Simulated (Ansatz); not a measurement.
`[NH2][Ti]([OH])([OH])[Cl]`. Total charge 0; spin multiplicity 1. Correlated methods include outer-core shells of Ti, which these sets cover unevenly. Scalar relativity is left out up to krypton.

```xyz
9

N     0.8094    0.8012    0.9600
Ti    0.0832   -0.2548   -0.3931
O    -0.8266    0.8528   -1.4502
O    -1.0021   -1.4959    0.2985
Cl    1.7407   -1.2925   -1.4639
H     1.4959    0.4897    1.6332
H     0.6654    1.7988    1.0294
H    -1.7173    0.8456   -1.8031
H    -1.2487   -1.7449    1.1893
```

(1) Give the diagnostics of a CCSD(T)/def2-TZVPP run (frozen core, Ansatz). (Estimate.)

## Answers

(1) The calculation gave: T1 = 0.0242, largest single amplitude 0.042, largest double 0.022, (T) share of the correlation energy 4.9 %, 14 CCSD cycles. The RHF solution is stable towards an unrestricted one. T1 lies over the customary mark of 0.02 for closed shells; compounds of d metals often pass it without a breakdown.
